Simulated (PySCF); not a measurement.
## Two-component Hartree-Fock for Mo²⁶⁺ (molybdenum, charge +26)

Start: [Ne] 3s2 3p4; 3p1/2 filled at m_j = -1/2, +1/2; 3p3/2 filled at m_j = +1/2, +3/2. Calculated with PySCF 2.14 in an even-tempered Gaussian basis (19 s from 3.7 bohr⁻², ratio 2.4; 14 p from 4.8 bohr⁻², ratio 2.4; 5 d from 20 bohr⁻², ratio 2.6; 4 f from 30 bohr⁻², ratio 2.6): generalised Hartree-Fock with the X2C-1e Hamiltonian and a Gaussian nucleus; one run each with spin-orbit coupling (SO) switched off, then screened by Boettger's factors.

```tsv
spinor shell	electrons	ε, spin-free (eV)	ε, screened SO (eV)	weight of nominal j (screened SO)	rms radius, screened SO (bohr)
1s1/2	2	-21334.0	-21332.0	1.000	0.0404
2s1/2	2	-4101.7	-4100.8	1.000	0.164
2p1/2	2	-3792.6	-3869.2	1.000	0.143
3s1/2	2	-1493.0	-1492.6	1.000	0.406
3p1/2	2	-1396.0	-1410.2	0.959	0.395
3p3/2	2	-1396.0	-1388.2	0.968	0.401
```

(1) Where does 2p3/2 lie, and what is the 2p spin-orbit splitting (screened SO)?

| quantity | spin-free | screened SO |
| --- | --- | --- |
| E (hartree) | -3588.38241 | -3589.36268 |
| M_J | 2 | 2 |
| ⟨J²⟩ | 6.001 | 6.003 |
| ⟨L²⟩ | 2.001 | 2.868 |
| ⟨S²⟩ | 2.000 | 1.573 |

Each row is a mean over spinors that exchange with the open shell spreads, by up to 22.245 eV (3s1/2).

Breit and QED terms are absent; they matter most for the inner s and p1/2 levels.

Densities and radii are taken from the X2C orbitals without a picture-change correction, which distorts them close to the nucleus.

Without spin-orbit coupling the j labels of p, d and f shells carry no meaning; the spin-free column gives the mean over the occupied spinors of each nl shell.

Answers

(1) At -3755.6 eV, 113.61 eV above 2p1/2.
